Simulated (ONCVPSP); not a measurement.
**Varying the ONCV potential for Ti (Z = 22)**

Base potential:

* Element: titanium (Ti)
* Generator: ONCVPSP 4.0.1
* Type: optimised norm-conserving Vanderbilt (ONCV)
* Functional: LDA (Perdew-Zunger)
* Relativity: scalar-relativistic
* Frozen core: [Ne]
* Valence charge: 12
* Reference configuration: 3s2 3p6 3d3 4s1
* Partial waves: 3s+4s: rc 1.55 bohr, ncon 3, nbas 7, qcut 9.1 1/bohr, 2 projectors; 3p: rc 1.60 bohr, ncon 4, nbas 9, qcut 9.4 1/bohr, 3 projectors, debl 1.8 Ha; 3d: rc 2.05 bohr, ncon 4, nbas 9, qcut 9.2 1/bohr, 2 projectors, debl 3.1 Ha
* Local potential: polynomial inside 1.10 bohr (lpopt 5, dvloc0 3 Ha)
* Core correction: Teter function, fcfact 3.75, rcfact 1.45

Cutoffs, loose and tight: the cutoffs (Ha) at which the residual kinetic energy of the hardest occupied pseudo-wave falls to 1 and 0.1 mHa per electron. They do not see the model core or the augmentation charge, which bear on the density cutoff. Test errors are all-electron minus pseudo excitation energies from the reference, over the configurations 3s2 3p6 3d2 4s2; 3s2 3p6 3d2 4s1; 3s2 3p6 3d2 4s0; 3s2 3p6 3d3 4s0. A dash means not determined; rows that change the core or the reference have their own tests. The largest error is taken over the tests solved by every variant that gives reliable tests at all: 3s2 3p6 3d2 4s1; 3s2 3p6 3d2 4s2; 3s2 3p6 3d3 4s0.

```csv
change,outcome,"cutoff, loose","cutoff, tight",bound ghosts,GHOST(+) flags above zero,largest test error (meV)
base,generated,27 Ha,31 Ha,none,none,+19
d: debl 0.2,generated,27 Ha,31 Ha,none,none,+20
"local potential polynomial inside 1.10 bohr (lpopt 5, dvloc0 5.5 Ha)",generated,27 Ha,31 Ha,none,none,+19
"p: ncon 5, nbas 10",generated,27 Ha,31 Ha,none,none,+19
p: nproj 2,generated,27 Ha,31 Ha,none,none,+19
core correction none,generated,27 Ha,31 Ha,none,none,+20
"all radii but the core radius scaled by about 1.16 (s 1.80, p 1.86, d 2.38 bohr); local potential polynomial inside 1.28 bohr (lpopt 5, dvloc0 3 Ha)",generated,27 Ha,31 Ha,none,none,+17
```

Q: What comes out with this change to the base: s: qcut 5.6; p: qcut 5.7; d: qcut 5.6?

A: outcome: generated; cutoff, loose: 18 Ha; cutoff, tight: 89 Ha; bound ghosts: none; GHOST(+) flags above zero: none; largest test error (meV): +51.

Q: What comes out with this change to the base: functional PBE?

A: outcome: generated; cutoff, loose: 25 Ha; cutoff, tight: 30 Ha; bound ghosts: none; GHOST(+) flags above zero: none; largest test error (meV): +22.
